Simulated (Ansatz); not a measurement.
Ideal-gas functions of H₅PSSi₂, SMILES `S[SiH]1[SiH2]P1` at 298.15 K and 1 bar, from an Ansatz frequency run at PBE0-D4/def2-TZVP.

Molar mass 124.25 g/mol, point group C1 (symmetry number 1), electronic degeneracy 1, moments of inertia 117.538, 311.763, 367.317 u Å². Harmonic wavenumbers (cm⁻¹, unscaled): 111, 119, 211, 344, 402, 415, 454, 474, 546, 585, 616, 655, 709, 734, 777, 907, 2235, 2242, 2265, 2377, 2690.

Use S(trans) = R[1.5 ln M + 2.5 ln T − 1.1517]; rotational temperatures θ = 24.2544 K / I; S(rot) = R[ln(√π/σ · √(T³/θAθBθC)) + 1.5]; for each mode x = 1.438777 ν̃/T, S = R[x/(eˣ − 1) − ln(1 − e⁻ˣ)] and H = RT x/(eˣ − 1); 1 cm⁻¹ = 0.0119627 kJ/mol; R = 8.31446 J/(mol·K).

Problem. By hand: the entropy, in J/(mol·K).

Solution. Translation 169.0. Rotation: θ = 0.2064, 0.0778, 0.066 K, giving 116.8. Vibration, mode by mode: 13.60, 13.04, 8.51, 4.99, 4.00, 3.80, 3.28, 3.04, 2.31, 1.99, 1.77, 1.52, 1.24, 1.12, 0.95, 0.57, 0.00, 0.00, 0.00, 0.00, 0.00, in all 65.8. Electronic 0.0. Sum 351.6 J/(mol·K).

Problem. By hand: H − E and G − E in kJ/mol, counted from the electronic energy.

Solution. Zero-point energy ½ × 19868 × 0.0119627 = 118.8; thermal vibration 11.6; translation, rotation and pV give 4 RT = 9.9. H − E = 140.3 kJ/mol, and G − E = 140.3 − 298.15 × 351.6/1000 = 35.5 kJ/mol.

Vibration gives 19 % of the entropy, 26.6 J/(mol·K) of it from the modes under 150 cm⁻¹: soft modes count most, and the harmonic formula is weakest for them. The sum counts one conformer and one mirror image; others add a mixing term.
